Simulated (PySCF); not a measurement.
Mo(NH)(S)(Me)(SH) (CH5MoNS2), SMILES [CH3][Mo](=[NH])(=[S])[SH], multiplicity 1. Coordinates come from a B3LYP-D3(BJ)/def2-SVP optimisation. The spin state was assumed, not searched. The structure was generated by enumeration; whether it is a known compound was not checked. The def2 effective core potentials stand for the cores of Mo; spin–orbit coupling is left out. The values are those of a single conformer.

Computed equilibrium geometry at B3LYP-D3(BJ)/def2-SVP (PySCF confirms it by a frequency run) as Cartesian coordinates in Å (one conformer of several):
```xyz
10

Mo    -0.0143    -0.0155    -0.2223
N     -0.1776    -1.1910    -1.4766
H      0.2391    -1.8845    -2.1010
S      2.0048     0.2719     0.3608
C     -0.6510     1.7837    -1.1250
H     -0.5868     2.5932    -0.3800
H     -1.6957     1.6489    -1.4511
H     -0.0314     2.0382    -1.9980
S     -1.3761    -0.5695     1.6047
H     -2.2335    -1.3495     0.9033
```
Charge 0, spin multiplicity 1.
